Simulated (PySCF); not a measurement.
**Potential energy of Cs2 along the bond**

Set-up: basis Cs def2-SVP with ECP46; scalar-relativistic core potentials; PySCF 2.14. Energies in eV from Cs + Cs in their ground configurations at the same level. State: ¹Σg⁺ (singlet), closed shell.

All columns are B97-3.

| R (Å) | E (eV) | HOMO (eV) | LUMO (eV) | Mayer bond order | ⟨S²⟩ |
| --- | --- | --- | --- | --- | --- |
| 4.101 | -0.553 | -2.79 | -1.22 | 1.02 | 0.00 |
| 4.291 | -0.612 | -2.77 | -1.24 | 1.01 | 0.00 |
| 4.482 | -0.646 | -2.74 | -1.26 | 1.01 | 0.00 |
| 4.625 | -0.659 | -2.72 | -1.28 | 1.01 | 0.00 |
| 4.768 | -0.662 | -2.70 | -1.30 | 1.01 | 0.00 |
| 4.911 | -0.658 | -2.68 | -1.33 | 1.00 | 0.00 |
| 5.102 | -0.642 | -2.66 | -1.36 | 1.00 | 0.00 |
| 5.340 | -0.610 | -2.63 | -1.39 | 1.00 | 0.00 |
| 5.626 | -0.560 | -2.60 | -1.44 | 1.00 | 0.00 |
| 6.008 | -0.482 | -2.56 | -1.50 | 1.00 | 0.00 |

Closed-shell solutions of metal pairs were not tested for spin polarisation, which can lower them a little. Spin–orbit coupling is left out.
